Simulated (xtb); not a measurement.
BiBr2 (SMILES [Br][Bi+][Br]), charge +1, singlet, at a GFN2-xTB geometry (such geometries of metal compounds can be far from the true shape). Base run: GFN2-xTB run with xtb.

Here is a job for xtb.
```
$ xtb mol.xyz --gfn 2 --chrg 1 --json

# file mol.xyz
3

Bi     0.67128196     0.35682079     0.22193400
Br    -1.13430237     0.94178527    -1.43414805
Br    -0.45759485    -1.78796029     0.90784742
```

The base run was repeated with changes; each row names its change, and settings that it needs were set with it.

```json
[
 {"change": "base", "ΔE vs base (kcal/mol)": "0.000", "HOMO-LUMO gap (eV)": "1.52", "G_solv (kcal/mol)": "-", "SCF cycles": "16"},
 {"change": "etemp = 10000", "ΔE vs base (kcal/mol)": "-39.42", "HOMO-LUMO gap (eV)": "2.60", "G_solv (kcal/mol)": "-", "SCF cycles": "14"},
 {"change": "alpb = dmso", "ΔE vs base (kcal/mol)": "-48.08", "HOMO-LUMO gap (eV)": "1.56", "G_solv (kcal/mol)": "-48.22", "SCF cycles": "16"},
 {"change": "etemp = 3000", "ΔE vs base (kcal/mol)": "-1.62", "HOMO-LUMO gap (eV)": "1.67", "G_solv (kcal/mol)": "-", "SCF cycles": "17"},
 {"change": "gbsa = water", "ΔE vs base (kcal/mol)": "-48.22", "HOMO-LUMO gap (eV)": "1.61", "G_solv (kcal/mol)": "-48.90", "SCF cycles": "15"},
 {"change": "gbsa = acetonitrile", "ΔE vs base (kcal/mol)": "-51.37", "HOMO-LUMO gap (eV)": "1.58", "G_solv (kcal/mol)": "-51.69", "SCF cycles": "15"}
]
```

ALPB and GBSA are two models with their own fitted parameters for each solvent, which aren't always the measured dielectric constant.
